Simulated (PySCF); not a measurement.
## Radial density of Rh (rhodium, neutral)

UHF, [Kr] 4d8 5s1, high-spin 4F determinant. Computed with PySCF 2.14 in cc-pVDZ-PP with ECP28MDF (4s4p3d1f, 38 functions), with a scalar-relativistic core potential. This is the valence pseudo-density: the core potential removes the inner electrons and smooths the orbitals near the nucleus.

| r (bohr) | 4πr²ρ (e/bohr) | 4πr²(ρα − ρβ) |
| --- | --- | --- |
| 0.0198 | 1.278e-05 | 0.0000 |
| 0.0333 | 3.282e-05 | 0.0000 |
| 0.0561 | 8.149e-05 | 0.0000 |
| 0.0943 | 0.0003261 | 0.0000 |
| 0.159 | 0.003382 | 0.0004 |
| 0.267 | 0.05817 | 0.0071 |
| 0.449 | 1.410 | 0.1183 |
| 0.755 | 11.89 | 0.9047 |
| 1.27 | 11.73 | 1.4274 |
| 2.14 | 2.792 | 0.8027 |
| 3.59 | 0.5075 | 0.3300 |
| 6.04 | 0.05352 | 0.0496 |
| 10.2 | 0.0004292 | 0.0004 |

Energies and moments cover only the electrons outside the core potential.
